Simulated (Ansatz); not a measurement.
Molecule: sum formula H3SiO, net charge -1, singlet state. It need not be the lowest isomer of its formula. Whether it binds its extra electron was not tested at this geometry. 
Structure (B3LYP-D3(BJ)/def2-TZVP (Ansatz, a quantum-chemistry and plane-wave program) minimum search):
```xyz
5

Si    -0.6220    -0.0865    -0.1202
O      1.1295    -0.1525     0.0756
H     -1.0236     0.4266     1.3021
H     -0.7635     1.3551    -0.7113
H      1.4594     0.6498     0.4882
```
Charge -1, spin multiplicity 1.

Basis-set convergence of Hartree-Fock and MP2 correlation energies (hartree) with Ansatz. Correlated levels leave the core frozen unless marked. No spin-orbit coupling. Non-relativistic. This anion needs diffuse functions, which these sets lack.

```json
[
 {"basis": "def2-SVP", "functions": "47", "E(HF)": "-365.37024", "E(corr, MP2)": "-0.29555"},
 {"basis": "def2-TZVPP", "functions": "115", "E(HF)": "-365.57943", "E(corr, MP2)": "-0.38545"},
 {"basis": "def2-QZVPP", "functions": "217", "E(HF)": "[?]", "E(corr, MP2)": "[?]"}
]
```

### Question
Fill in the missing entries.

### Answer

- def2-QZVPP, E(HF): -365.59481
- def2-QZVPP, E(corr, MP2): -0.41708
